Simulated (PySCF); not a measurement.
# Low-lying terms of Pb(2+) (lead, charge +2)

Ground state [Xe] 4f14 5d10 6s2, ¹S. Calculation: PySCF 2.14, in aug-cc-pVTZ-PP with ECP60MDF; a scalar-relativistic core potential. Vertical excitation energies in eV without spin-orbit coupling; excited terms of each kind are numbered among those the solver found. Frozen: 5s2 5p6.

```
 term  leading excitation  EOM-EE-CCSD
1 3P°              6s → p        8.640
1 1P°              6s → p       11.657
 1 3S              6s → s       18.003
 1 1S              6s → s       18.462
 1 1D              6s → d       18.541
 1 3D              6s → d       18.982
2 3P°              6s → p       21.215
2 1P°              6s → p       21.219
 2 3S              6s → s       24.138
1 3F°              6s → f       24.139
1 1F°              6s → f       24.230
 2 1S              6s → s       24.434
 2 3D              6s → d       24.771
 2 1D              6s → d       25.194
```

Doubly excited terms such as np² are absent. The solver can miss terms. Rydberg members are limited by the diffuse functions of the basis.
